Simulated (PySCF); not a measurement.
Two species compared at the same levels of theory.

First species: CH14N2Si4.
SMILES with atom numbers: `[SiH3:1][NH:2][CH2:3][SiH2:4][N:5]([SiH3:6])[SiH3:7]` (hydrogens: H8, H9, H10 on Si1; H11 on N2; H12, H13 on C3; H14, H15 on Si4; H16, H17, H18 on Si6; H19, H20, H21 on Si7)

Second species: C4H11F2NSi.
InChI=1S/C4H11F2NSi/c1-3(4(5)6)8(2)7/h3-4,8H,7H2,1-2H3/t3-,8+/m0/s1

Levels: PBE0/pcSseg-1 for dipole moment, HOMO energy, LUMO energy and HOMO–LUMO gap; GFN2-xTB for rotational constant A and rotational constant C. Geometries: GFN2-xTB. Each species is one conformer at its optimised geometry, gas phase, non-relativistic unless stated; the electronic structure was computed with PySCF and density fitting.

The conformers computed, where there is a choice (atom-mapped SMILES and torsion angles):
- `[SiH3:1][NH:2][CH2:3][SiH2:4][N:5]([SiH3:6])[SiH3:7]`: Si1–N2–C3–Si4 -85°, N2–C3–Si4–N5 -33°, C3–Si4–N5–Si6 101°
- `[CH3:1][C@@H:2]([CH:3]([F:4])[F:5])[Si@@H:6]([CH3:7])[NH2:8]`: C1–C2–C3–F4 71°, C1–C2–Si6–C7 -44°, H–N8–Si6–C2 -167°, H–N8–Si6–C2 55°

| property | column X | column Y |
| --- | --- | --- |
| dipole moment | 2.46 D | 0.76 D |
| HOMO energy | -7.31 eV | -6.49 eV |
| LUMO energy | 1.03 eV | -0.32 eV |
| HOMO–LUMO gap | 8.34 eV | 6.17 eV |
| rotational constant A | 2.222 GHz | 1.514 GHz |
| rotational constant C | 1.098 GHz | 0.680 GHz |

Task: Which column belongs to which species?

Result: Column X is the second species and column Y the first. The first has 21 atoms and 90 electrons, the second 19 and 74.

Task: How does each property change from the first species to the second?

Result: dipole moment +1.70 D; HOMO energy -0.82 eV; LUMO energy +1.35 eV; HOMO–LUMO gap +2.17 eV; rotational constant A +0.708 GHz; rotational constant C +0.418 GHz.

On the first: A dipole of 0.76 D is allowed in C1, and pure rotational transitions are dipole-allowed. The dipole equals about 2.5 × 10⁻³⁰ C·m (1 D = 3.33564 × 10⁻³⁰ C·m).

On the second: The dipole equals about 8.2 × 10⁻³⁰ C·m (1 D = 3.33564 × 10⁻³⁰ C·m).
